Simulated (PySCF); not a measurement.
## Rhodium: highly charged ions in a basis for the neutral atom

Rh¹¹⁺ [Ar] 3d10 4s2 4p4, Rh¹²⁺ [Ar] 3d10 4s2 4p3. All numbers are calculated (PySCF 2.14, the spin-free X2C one-electron Hamiltonian (Gaussian nucleus), in x2c-TZVPall (8s6p6d1f, 63 functions)). No spin-orbit coupling, so a gap to NIST mixes the basis error with missing relativistic terms.

Changed run: basis of the neutral atom used for a highly charged ion. This setting is unsound on purpose.

```json
{"species": "Rh¹¹⁺", "method": "UHF", "sound run (hartree)": "not run", "changed run (hartree)": "-4743.65901", "converged": "yes"}
{"species": "Rh¹¹⁺", "method": "M06-2X", "sound run (hartree)": "not run", "changed run (hartree)": "-4745.93125", "converged": "yes"}
{"species": "Rh¹¹⁺", "method": "r2SCAN", "sound run (hartree)": "not run", "changed run (hartree)": "-4745.50233", "converged": "yes"}
{"species": "Rh¹²⁺", "method": "UHF", "sound run (hartree)": "not run", "changed run (hartree)": "-4734.42879", "converged": "yes"}
{"species": "Rh¹²⁺", "method": "M06-2X", "sound run (hartree)": "not run", "changed run (hartree)": "-4736.65809", "converged": "yes"}
{"species": "Rh¹²⁺", "method": "r2SCAN", "sound run (hartree)": "not run", "changed run (hartree)": "-4736.20654", "converged": "yes"}
```

Ionisation energy of Rh¹¹⁺:

```csv
method,changed run (eV),NIST (eV)
UHF,251.17,252.1 ± 2.5
M06-2X,252.34,252.1 ± 2.5
r2SCAN,252.95,252.1 ± 2.5
```

The contracted functions were made for the neutral atom and can be too rigid for a highly charged ion.
